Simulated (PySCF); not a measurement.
CH3NOSi.
Bonds: N1–C2 (triple), C2–Si3, Si3–O4. Hydrogens: H5, H6 on Si3; H7 on O4.

The same species was optimised twice, with GFN2-xTB and with PBE0-D3(BJ)/def2-SVP (PySCF), and the same property calculations (PySCF, gas phase) were run on both structures.

```csv
coordinate,GFN2-xTB,PBE0-D3(BJ)/def2-SVP,change
Si3–O4 (Å),1.619,1.651,+0.032
Si3–H5 (Å),1.452,1.479,+0.027
Si3–H6 (Å),1.463,1.488,+0.025
N1≡C2 (Å),1.145,1.160,+0.015
O4–H7 (Å),0.953,0.962,+0.009
C2–Si3 (Å),1.875,1.867,-0.008
Si3–O4–H7 (°),124.6,118.6,-6.0
H5–Si3–H6 (°),117.2,112.6,-4.6
O4–Si3–H5 (°),103.0,107.4,+4.4
O4–Si3–H6 (°),112.3,113.6,+1.3
C2–Si3–H5 (°),109.2,107.9,-1.3
N1–C2–Si3 (°),179.5,178.8,-0.7
C2–Si3–H6 (°),105.0,105.4,+0.4
C2–Si3–O4 (°),110.2,109.9,-0.3
```

Rotational constants: A = 18308, B = 3422, C = 3002 MHz (GFN2-xTB) against A = 17488, B = 3416, C = 2976 MHz (PBE0-D3(BJ)/def2-SVP).

On the GFN2-xTB structure: lowest singlet, TDDFT (eV) 6.82 [PBE0/def2-SVPD]; isotropic polarisability (au) 43.7 [PBE0/def2-SVPD]; HOMO (eV) -9.65 [PBE0/def2-SVPD]; LUMO (eV) -1.15 [PBE0/def2-SVPD]; dipole (D) 3.16 [PBE0/def2-SVPD]; N1s of N1 (eV) 405.52 [delta-SCF UKS SCAN, pcX-2 on the ionised atom, pcseg-1 elsewhere, spin-free X2C]; C1s of C2 (eV) 291.95 [delta-SCF UKS SCAN, pcX-2 on the ionised atom, pcseg-1 elsewhere, spin-free X2C]; Si1s of Si3 (eV) 1848.63 [delta-SCF UKS SCAN, pcX-2 on the ionised atom, pcseg-1 elsewhere, spin-free X2C]; Si2p of Si3 (eV) 108.86 [delta-SCF UKS SCAN, pcX-2 on the ionised atom, pcseg-1 elsewhere, spin-free X2C]; O1s of O4 (eV) 539.48 [delta-SCF UKS SCAN, pcX-2 on the ionised atom, pcseg-1 elsewhere, spin-free X2C].

Question: What do these properties become on the PBE0-D3(BJ)/def2-SVP structure?

Answer: 
| property | level | on GFN2-xTB | on PBE0-D3(BJ)/def2-SVP | change |
| --- | --- | --- | --- | --- |
| lowest singlet, TDDFT (eV) | PBE0/def2-SVPD | 6.82 | 6.67 | -0.15 |
| isotropic polarisability (au) | PBE0/def2-SVPD | 43.7 | 44.8 | +1.1 |
| HOMO (eV) | PBE0/def2-SVPD | -9.65 | -9.64 | +0.01 |
| LUMO (eV) | PBE0/def2-SVPD | -1.15 | -1.25 | -0.10 |
| dipole (D) | PBE0/def2-SVPD | 3.16 | 3.05 | -0.11 |
| energy, GFN2-xTB geometry as zero (kcal/mol) | PBE0/def2-SVPD | 0.0 | -1.7 | -1.7 |
| N1s of N1 (eV) | delta-SCF UKS SCAN, pcX-2 on the ionised atom, pcseg-1 elsewhere, spin-free X2C | 405.52 | 405.62 | +0.10 |
| C1s of C2 (eV) | delta-SCF UKS SCAN, pcX-2 on the ionised atom, pcseg-1 elsewhere, spin-free X2C | 291.95 | 292.07 | +0.12 |
| Si1s of Si3 (eV) | delta-SCF UKS SCAN, pcX-2 on the ionised atom, pcseg-1 elsewhere, spin-free X2C | 1848.63 | 1848.76 | +0.13 |
| Si2p of Si3 (eV) | delta-SCF UKS SCAN, pcX-2 on the ionised atom, pcseg-1 elsewhere, spin-free X2C | 108.86 | 108.98 | +0.12 |
| O1s of O4 (eV) | delta-SCF UKS SCAN, pcX-2 on the ionised atom, pcseg-1 elsewhere, spin-free X2C | 539.48 | 539.52 | +0.04 |

The heavy atoms differ by 0.015 Å rms after alignment. Among all bonds Si3–O4 changes most (+0.032 Å). Changes are differences of the printed values. Neither structure is proved a minimum here.

Conformer computed: `[N:1]#[C:2][SiH2:3][OH:4]`: H–O4–Si3–C2 58°.
